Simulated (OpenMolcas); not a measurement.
# Ag2+: moving or changing the point charges

Ag2+ among 6 point charges of -1.7 e arranged as a tetragonal octahedron (D4h), 2.12 Å from the ion, with the axial distance 2.438 Å.

* Program: OpenMolcas
* Method: SS-CASPT2, IPEA 0.25 Eh, imaginary shift 0.1 Eh (closed shells correlated: 4s 4p)
* Basis: ANO-RCC-VTZP [7s6p4d2f1g]
* Scalar Hamiltonian: DKH2, point nucleus
* Active space: 9 electrons in 5 orbitals (4d)
* State averaging: 2S+1 = 2 even, 5 roots
* Spin-orbit coupling: RASSI with atomic mean-field integrals over the reference wave functions

Runs around this geometry, states (labels of D4, the rotations of D4h). Energies in cm-1 above the lowest state or level, χT in cm3 K/mol.

```tsv
R (Å)	q (e)	Axial / equatorial distance	Ground state	First state of that spin	First gap with spin-orbit (degeneracies)	χT at 300 K
2.12	-1.1	1.15	2B1	2A1 3140	2800 (2, 2)	0.948
2.12	-1.7	1.15	2B1	2A1 4990	4620 (2, 2)	0.824
2.28	-1.7	1.15	2B1	2B2 3590	3530 (2, 2)	0.922
2.12	-1.7	1.24	2B1	2B2 4930	5370 (2, 2)	0.826
```

Scaling the charges by -1.1 / -1.7 = 0.65 scales the first state of the same spin by 3140 / 4990 = 0.63; with fixed orbitals a first-order splitting would follow the charge.

Free-ion shares, where given, are those of the reference states; single-state CASPT2 does not remix them. The ground term spreads over less than 5000 cm-1, several times less than with real ligands, so orbital moments are less quenched and χT lies further from the spin-only value than at real sites (holds for R = 2.12, q = -1.1, ratio = 1.15). Point charges carry no covalency, so the field is a model and not that of real ligands. No measured value stands beside these numbers.
